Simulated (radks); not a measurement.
Task: Species: neutral technetium. Configuration: [Kr] 4d5 5s2 (the NIST ground configuration). Calculated with a radial shooting solver on a logarithmic mesh with Libxc functionals: scalar-relativistic Kohn-Sham, PBE, spin-polarised, spherical densities, finite nucleus; open shells are filled with parallel spins first (spin-orbit coupling, left out, can overturn this in heavy ions); Fermi nuclear charge, rms radius 4.4112 fm. Some entries of the table are withheld. Estimate them.

| orbital | occ. | eigenvalue (eV) | r(max) (bohr) |
|---|---|---|---|
| 1s down | 1 | -20867.42 | 0.02228 |
| 1s up | 1 | -20867.41 | 0.02228 |
| 2s up | 1 | -2977.022 | 0.1262 |
| 2s down | 1 | -2976.411 | 0.1262 |
| 2p up | 3 | -2664.320 | 0.1008 |
| 2p down | 3 | -2663.864 | 0.1008 |
| 3s up | 1 | -518.2224 | 0.3723 |
| 3s down | 1 | -517.9085 | 0.3724 |
| 3p up | 3 | -415.6042 | 0.3657 |
| 3p down | 3 | -415.2474 | 0.3658 |
| 3d up | 5 | -249.6037 | 0.3114 |
| 3d down | 5 | -249.0424 | 0.3116 |
| 4s up | 1 | (1) | 0.9516 |
| 4s down | 1 | (2) | 0.9464 |
| 4p up | 3 | (3) | (4) |
| 4p down | 3 | (5) | (6) |
| 4d up | 5 | -7.8272 | 1.274 |
| 5s up | 1 | -5.5399 | 2.676 |
| 4d down | 0 | -4.5427 | 1.270 |
| 5s down | 1 | -4.2424 | 2.880 |

Result: 
(1) 4s up eigenvalue (eV): -74.3562
(2) 4s down eigenvalue (eV): -71.2239
(3) 4p up eigenvalue (eV): -46.4515
(4) 4p up r(max) (bohr): 1.026
(5) 4p down eigenvalue (eV): -43.0623
(6) 4p down r(max) (bohr): 1.019
